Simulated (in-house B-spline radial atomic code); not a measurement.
Results of a calculation; reference values are marked as such.
Building a PAW s channel for Si, r_c = 1.92 bohr

Si, [Ne] 3s2 3p2, non-relativistic PBE, spherical and spin-unpolarised, from a B-spline radial code for spherical atoms (atomic units; all potentials screened as in the neutral atom).

Two all-electron partial waves φ1, φ2 are integrated outwards at E1 = ε(3s) = -0.39573 and E2 = E1 + 1.5 hartree; φ1 is the bound orbital and φ2 has unit norm inside r_c = 1.924 bohr. Smooth partners are polynomials, r^1(a0 + a1 r² + a2 r⁴ + a3 r⁶), matched to φ and three derivatives at r_c, with no condition on the norm. The local potential is -3.37147 + (1.44276) r² + (-0.277644) r⁴ + (0.0197235) r⁶ inside 1.5752 bohr and the all-electron one outside.

```csv
wave,φ(r_c),φ'(r_c),a0,a1,a2,a3
1,0.7311462,-0.09349981,0.5394731,0.005899082,-0.02081931,0.002050063
2,0.1154256,-2.430449,2.06508,-0.728871,0.04568425,0.001320017
```

Inside r_c the overlaps are <φi φj> = [[0.43404, 0.58874], [0.58874, 1.00000]] and, for the smooth waves, [[0.51896, 0.87059], [0.87059, 1.90188]]. With χj = (Ej − T − V_local) applied to smooth wave j, the program's quadrature gives the matrix B_ij = <smooth i, χj> as [[0.40399, 1.44600], [1.02323, 3.76653]].

Task: Check the match of the first wave, and find the augmentation charges q_ij.

Result: At r_c the four terms are 1.03795, 0.04201, -0.54890, 0.20008, which sum to 0.7311, φ1(r_c) to rounding. q_ij is the all-electron overlap less the smooth one: [[-0.08493, -0.28185], [-0.28185, -0.90188]]. The smooth first wave has a norm of 0.5190 inside r_c against 0.4340, so q11 is negative and must stay small enough for the overlap operator to be positive.

Task: B isn't symmetric. Show that D_ij = B_ij + Ej q_ij is.

Result: Integrating by parts gives B12 − B21 = (E1 − E2) q12: 1.44600 − (1.02323) = 0.42277, and −1.5 × (-0.28185) = 0.42278. So D12 = 1.44600 + (1.104270)(-0.28185) = 1.13476 and D21 = 1.02323 + (-0.39573)(-0.28185) = 1.13477; D11 = 0.43760, D22 = 2.77061. The projectors, p = (B⁻¹)ᵀ χ, are dual to the smooth waves; det B = 0.042.

Solving (T + V_local + Σ p D p) ψ = E (1 + Σ p q p) ψ in a sphere of 9 bohr gives these levels:

```tsv
all-electron	one projector	two projectors
-0.395718	-0.395718	-0.395718
0.034210	0.033127	0.034203
0.336002	0.329305	0.335983
0.797672	0.765785	0.797660
1.405780	1.279880	1.405750
```

Task: What does the second projector gain?

Result: With one projector the errors are 0.00, -1.08, -6.70, -31.89, -125.90 millihartree. With two the errors are 0.00, -0.01, -0.02, -0.01, -0.03 millihartree. The scattering is exact at E1 and at E2 = 1.104, and over all levels compared the largest error is 0.03 millihartree. The lowest eigenvalue of the overlap operator is 0.6871 with one and 0.1294 with two projectors. The smooth orbital alone needs a cutoff of 4.62 hartree for 1 millihartree of kinetic energy, against 12.5 for a norm-conserving Troullier-Martins orbital of the same radius; part of the gain comes from giving up the norm, part from the simpler form.
